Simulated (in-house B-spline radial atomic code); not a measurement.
Multiplet parameters of the 3d7 shell in Co ([Ar] 3d7 4s2). Method: non-relativistic Hartree-Fock, average of configuration, point nucleus. Calculated with a B-spline radial code for spherical atoms.

Slater integrals: F^2 = 91723 cm⁻¹, F^4 = 56886 cm⁻¹. Central-field spin-orbit parameter ζ(3d) = 602.5 cm⁻¹ (bare central field on non-relativistic orbitals, without two-electron terms: too large for light atoms, too small for heavy ones).

(1) What are Racah's B and C?

(2) Where do the terms lie in LS coupling, without spin-orbit interaction?

(3) Is LS coupling a fair picture here?

Answers

(1) B = F^2/49 - 5F^4/441 = 1227 cm⁻¹, C = 35F^4/441 = 4515 cm⁻¹, C/B = 3.68.

(2) In cm⁻¹ above the Hund's-rule term (some of the terms):
| term | expression | energy |
| --- | --- | --- |
| 4F | 0B + 0C | 0 |
| 4P | 15B + 0C | 18404 |
| 2G | 4B + 3C | 18452 |
| 2H | 9B + 3C | 24587 |
| 2F | 24B + 3C | 42991 |

(3) Unscaled Hartree-Fock integrals overestimate measured term splittings, because correlation screens the repulsion; fits to spectra scale them down, most for low charges. Here ζ is 0.49 times B, so LS coupling is a fair start, though levels of equal J in close terms still mix.
